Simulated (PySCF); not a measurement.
**A search over the determinants of BeN⁺**

Unrestricted PBE0; PySCF, no relativity, basis sets Be 3-21G, N 3-21G. Outer shells of the fragments: Be+ 2s1; N 2s2 2p3.

Followed along the bond (rough minima from three points):

```json
{"2Ms+1": "3", "unpaired": "π ↑↑", "⟨S²⟩ at the start": "2.10", "R at minimum (Å)": "1.65", "Te (eV)": "0.00"}
{"2Ms+1": "1", "unpaired": "π ↑↓", "⟨S²⟩ at the start": "1.00", "R at minimum (Å)": "1.63", "Te (eV)": "0.59"}
{"2Ms+1": "3", "unpaired": "σ ↑, π ↑", "⟨S²⟩ at the start": "2.04", "R at minimum (Å)": "none in the scan", "Te (eV)": "≤ 1.00"}
{"2Ms+1": "5", "unpaired": "σ ↑↑, π ↑↑", "⟨S²⟩ at the start": "6.00", "R at minimum (Å)": "none in the scan", "Te (eV)": "≤ 1.56"}
```

Solutions found at the starting distance of 1.715 Å, counted from the lowest of them; the search is not exhaustive and high or unbound solutions are not listed, so other states can lie among these:

| 2Ms+1 | unpaired | term | E (eV) | ⟨S²⟩ | ⟨Lz²⟩ | μ (D) |
| --- | --- | --- | --- | --- | --- | --- |
| 3 | π ↑↑ | ³Σ⁻ | 0.00 | 2.10 | 0.00 | -6.72 |
| 1 | π ↑↓ | mixed | 0.64 | 1.00 | 2.00 | -7.19 |
| 3 | σ ↑, π ↑ | ³Π | 1.59 | 2.04 | 1.01 | -6.84 |
| 5 | σ ↑↑, π ↑↑ | ⁵Σ⁻ | 1.71 | 6.00 | 0.00 | -0.75 |
| 1 | none | mixed | 2.12 | 0.00 | 2.00 | -7.02 |
| 1 | σ ↓, π ↑ | mixed | 2.31 | 1.01 | 1.02 | -6.98 |
| 3 | σ ↑↑, π ↑↓ | mixed | 3.18 | 3.00 | 2.00 | -0.80 |
| 1 | σ ↓↓, π ↑↑ | mixed | 3.26 | 2.00 | 0.00 | -0.86 |
| 3 | σ ↑, π ↑ | ³Π | 3.60 | 2.00 | 1.00 | -1.12 |
| 1 | σ ↓, π ↑ | mixed | 3.66 | 1.00 | 1.00 | -1.07 |

A term symbol is given only where ⟨S²⟩ and ⟨Lz²⟩ are close to those of a pure state; real π, δ and φ orbitals otherwise mix terms. A positive dipole points towards N; it is taken about the centre of mass and depends on that origin.

Problem. Compare the gap between the two lowest followed solutions at the starting distance with the gap between their minima.

Solution. At PBE0 the second solution (Ms = 0 of mixed spin, unpaired electrons π ↑↓) lies +0.64 eV from the first (triplet, unpaired electrons π ↑↑) at 1.715 Å and +0.59 eV at the minima; the two curves relax by different amounts, since their minima lie near 1.63 and 1.65 Å.

Counting both spins, an empty level lies below a filled one in some of these solutions, because spin and occupation are held. 3-21G is very small, so such numbers show the basis as much as the molecule.
